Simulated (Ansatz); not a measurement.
Total energies of Al(PH3)F3 (AlPH₃F₃) from Ansatz at PBE0-D4/def2-TZVPD, gas phase (1 Eh = 27.2114 eV = 2625.5 kJ/mol). The reference geometry is relaxed at r2SCAN-D4/def2-SVP.

```xyz
8

Al    0.4524   -0.7680   -1.0809
P    -0.3537    0.6029    0.8454
H     0.5191    1.5810    1.3803
H    -0.7117   -0.0744    2.0361
H    -1.5143    1.3929    0.6622
F     1.8057   -1.4328   -0.3761
F     0.6811    0.4474   -2.1948
F    -0.8786   -1.7490   -1.2722
```

```tsv
state	geometry	energy (Eh)
charge 0 singlet	reference	-884.98977
charge -1 doublet	reference	-884.97389
free Al atom (doublet)	–	-242.24900
free P atom (quartet)	–	-341.13519
free H atom (doublet)	–	-0.50104
free F atom (doublet)	–	-99.67703
```

(1) Work out the vertical electron affinity, to the doublet.

(2) What is the binding energy per atom against free atoms?

(1) E(charge 0 singlet) − E(charge -1 doublet) = -884.98977 − (-884.97389) = -0.01588 Eh = -0.43 eV; negative, so the extra electron isn't bound.

(2) Atoms: 1 × (-242.24900) + 1 × (-341.13519) + 3 × (-0.50104) + 3 × (-99.67703) = -883.91840 Eh. Binding: -883.91840 − (-884.98977) = 1.07137 Eh = 29.15 eV, or 3.64 eV for each of 8 atoms (no zero-point energy, no counterpoise term).

At PBE0-D4/def2-TZVPD the highest occupied level of the charge -1 doublet lies above zero (up to 1.63 eV). By energy differences it is unbound by 0.43 eV (vertical, to the charge 0 singlet, at PBE0-D4/def2-TZVPD) and held by the finite basis.
